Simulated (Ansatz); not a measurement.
Cartesian coordinates in Å:
```
Si -1.058 1.352 -0.340
C 0.374 0.163 -0.333
N -0.022 -1.306 -0.523
Si 0.751 -1.060 0.966
Cl 2.699 -1.601 1.245
H -1.697 1.422 -1.683
H -2.076 0.906 0.646
H -0.580 2.712 0.034
H 1.268 0.480 -0.875
H 0.340 -1.766 -1.345
H 0.003 -1.301 2.209
```

Total charge 0; spin multiplicity 1.

Question: List the CAM-B3LYP/def2-TZVPP orbital energies in eV (the Gaussian-basis code of Ansatz). (An estimate is asked.)

Answer: Ansatz gave: Occupied: -2764.72, -1802.32, -1800.69, -391.44, -279.40, -259.50, -198.55, -198.42, -198.41, -146.79, -145.29, -102.17, -102.12, -102.08, -100.61, -100.61, -100.60, -26.70, -25.06, -19.84, -17.10, -16.16, -15.07, -13.04, -12.39, -11.69, -11.50, -11.13, -11.07, -10.65, -9.88, -8.32. Lowest empty: 0.83, 1.32, 1.60, 2.14, 2.50, 2.66, 2.77, 3.14.
